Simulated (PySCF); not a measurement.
C₃F₇I.
Atom-mapped SMILES: `[F:1][C:2]([F:3])([F:4])[C:5]([F:6])([F:7])[C:8]([F:9])([F:10])[I:11]`

Computed with PBE0-D3(BJ)/def2-SVP geometry optimisation, gas phase, def2 core potentials past Kr (PySCF).

**Question.** What internal coordinates does the optimisation give?

**Answer.** 
```
               bond  length (Å)   order
F1–C2, C2–F3, C2–F4       1.323  single
              C2–C5       1.551  single
       C5–F6, C5–F7       1.334  single
              C5–C8       1.547  single
      C8–F9, C8–F10       1.328  single
             C8–I11       2.171  single
```

Bonds in one row agree within 0.01 Å and their mean is given. Orders are formal, as drawn. A selection of angles:
```
    angle  degrees
 F1–C2–F3    109.0
 F1–C2–C5    108.6
 F4–C2–C5    110.8
 C2–C5–F6    107.1
 C2–C5–C8    114.3
 F6–C5–F7    109.8
 F6–C5–C8    109.2
 C5–C8–F9    109.3
C5–C8–I11    110.5
F9–C8–F10    108.9
F9–C8–I11    109.2
```

Torsions: F1–C2–C5–F6 65° (synclinal); C2–C5–C8–F9 64° (synclinal). The mirror-image conformer, all signs reversed, is as good.

Of the pairs four or more bonds apart, F4···F9 is among the closest relative to their van der Waals radii: 2.68 Å, 91 % of the sum of Bondi's values.

Point group: near Cs, missed by 0.27 Å at most; the miss may be what the optimiser left on a soft mode. PBE0-D3(BJ)/def2-SVP frequencies: not computed here. One conformer, not necessarily the lowest.
